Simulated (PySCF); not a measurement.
Parent: `[CH:1]#[C:2][P@:3]1(=[Se:4])[C:5]([CH3:6])=[C:7]1[CH:8]=[CH2:9]` with C5–C7–C8–C9 175°, C7H7PSe.

Method: PBE0-D3(BJ)/def2-SVP geometry optimisation, gas phase in PySCF. One conformer each, not checked by frequencies here.

| coordinate of the parent | value |
| --- | --- |
| C1≡C2 | 1.215 Å |
| C2–P3 | 1.759 Å |
| P3=Se4 | 2.083 Å |
| P3–C5 | 1.775 Å |
| C5–C6 | 1.473 Å |
| C5=C7 | 1.340 Å |
| C7–C8 | 1.441 Å |
| C8=C9 | 1.340 Å |
| P3–C7 | 1.774 Å |
| C1–C2–P3 | 177.9° |
| C2–P3–Se4 | 115.0° |
| C2–P3–C5 | 110.0° |
| C2–P3–C7 | 110.0° |
| Se4–P3–C5 | 129.4° |
| Se4–P3–C7 | 129.3° |
| C5–P3–C7 | 44.4° |
| P3–C5–C6 | 147.6° |
| P3–C5–C7 | 67.8° |
| C6–C5–C7 | 144.3° |
| C5–C7–C8 | 144.3° |
| P3–C7–C5 | 67.8° |
| P3–C7–C8 | 147.6° |
| C7–C8–C9 | 122.5° |

Problem. How does the shared frame change in `[CH:1]#[C:2][P:3]1(=[Se:4])[C:5]([CH:6]=[CH2:7])=[C:8]1[CH:9]=[CH2:10]` with P3–C5–C6–C7 5°, C5–C8–C9–C10 -175°, C8H7PSe? Atoms pair as C1 = C1, C2 = C2, P3 = P3, Se4 = Se4, C5 = C5, C6 = C6, C7 = C8, C8 = C9, C9 = C10 (parent first).

Solution. 
```
   parent   relative  value in the relative  change
    C1≡C2      C1≡C2                1.214 Å  -0.001
    C2–P3      C2–P3                1.758 Å  -0.001
   P3=Se4     P3=Se4                2.082 Å  -0.001
    P3–C5      P3–C5                1.776 Å  +0.001
    C5–C6      C5–C6                1.438 Å  -0.035
    C5=C7      C5=C8                1.347 Å  +0.007
    C7–C8      C8–C9                1.438 Å  -0.003
    C8=C9     C9=C10                1.341 Å  +0.001
    P3–C7      P3–C8                1.776 Å  +0.002
 C1–C2–P3   C1–C2–P3                 177.7°    -0.2
C2–P3–Se4  C2–P3–Se4                 115.1°    +0.1
 C2–P3–C5   C2–P3–C5                 109.7°    -0.3
 C2–P3–C7   C2–P3–C8                 109.6°    -0.4
Se4–P3–C5  Se4–P3–C5                 129.6°    +0.2
Se4–P3–C7  Se4–P3–C8                 129.7°    +0.4
 C5–P3–C7   C5–P3–C8                  44.6°    +0.2
 P3–C5–C6   P3–C5–C6                 147.4°    -0.2
 P3–C5–C7   P3–C5–C8                  67.7°    -0.1
 C6–C5–C7   C6–C5–C8                 144.6°    +0.3
 C5–C7–C8   C5–C8–C9                 144.5°    +0.2
 P3–C7–C5   P3–C8–C5                  67.7°    -0.1
 P3–C7–C8   P3–C8–C9                 147.6°     0.0
 C7–C8–C9  C8–C9–C10                 122.4°    -0.1
```

Of the parent's bonds, C5–C6 changes most (-0.035 Å). Bonds of the relative outside the shared frame: C6=C7 1.341 Å. Point group C1 → Cs.
